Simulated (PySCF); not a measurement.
# Where the electron goes

C4H4ClNO.
Numbering: `[CH3:1][O:2]/[C:3]([Cl:4])=[CH:5]\[C:6]#[N:7]` (hydrogens: H8, H9, H10 on C1; H11 on C5)

Geometry (GFN2-xTB, Å), atoms numbered from 1 in this order:
```xyz
11
C4H4ClNO angstrom
C     -1.478   -0.095   -0.452
O     -0.722    1.102   -0.417
C      0.567    1.054   -0.089
Cl     1.234    2.644   -0.143
C      1.355    0.020    0.251
C      0.977   -1.326    0.344
N      0.740   -2.446    0.439
H     -2.481    0.207   -0.746
H     -1.073   -0.796   -1.186
H     -1.506   -0.574    0.529
H      2.392    0.214    0.482
```

Theory: PySCF, TDDFT CAM-B3LYP/def2-SVPD, vertical, gas phase, core orbitals frozen in the response.

Kohn–Sham orbitals with the atoms that hold most of them (Löwdin shares over 4%, at most four atoms; ? is withheld):

```csv
orbital,ε (eV),atoms
LUMO+2,1.13,"Cl4 34%, C3 16%, C1 14%, C6 9%"
LUMO+1,0.83,"Cl4 36%, C5 12%, C3 11%, C6 10%"
LUMO,-0.28,"C3 31%, C5 18%, N7 14%, C6 14%"
HOMO,-8.85,?
HOMO-1,-11.07,?
HOMO-2,-11.20,"Cl4 53%, O2 24%, C1 8%, C3 6%"
HOMO-3,-11.32,"Cl4 78%, C3 7%, N7 4%"
```

Question: Give the leading atoms of the HOMO.

Answer: C5 (bonded to 2 C and H) 27%; N7 (bonded to C) 18%; C3 (bonded to C, Cl and O) 16%; O2 (bonded to 2 C) 13%. By element: carbon 44% or more, nitrogen 18%, oxygen 13%.

Question: Give the leading atoms of the HOMO-1.

Answer: N7 (bonded to C) 38%; C6 (bonded to C and N) 28%; O2 (bonded to 2 C) 8%; C5 (bonded to 2 C and H) 6%. By element: nitrogen 38%, carbon 34% or more, oxygen 8%.

Question: The HOMO–LUMO gap is 8.57 eV. Where does the response calculation put the lowest singlet, and from which orbitals?

Answer: S1 is at 5.80 eV (f = 0.378), 2.77 eV below the gap, made of HOMO→LUMO (95%). Without the coupling terms of the response equations the lowest excitation would equal the gap.

Question: One configuration dominates each of S1, S2, S3 and S7. Which, and how do the shares of the two leading atoms of either orbital change from the occupied to the empty one?

Answer: 
- S1 (5.80 eV, f 0.378), HOMO→LUMO (95%): C5 27% → 18%, N7 18% → 14%, C3 16% → 31%
- S2 (5.98 eV, f 0.0004), HOMO→LUMO+1 (79%): C5 27% → 12%, N7 18% → at most 11%, Cl4 at most 14% → 36%
- S3 (6.79 eV, f 0.0000), HOMO-1→LUMO (84%): N7 38% → 14%, C6 28% → 14%, C3 at most 6% → 31%, C5 6% → 18%
- S7 (7.65 eV, f 0.111), HOMO-2→LUMO (95%): Cl4 53% → at most 14%, O2 24% → at most 14%, C3 6% → 31%, C5 at most 7% → 18%

One conformer stands for the species.
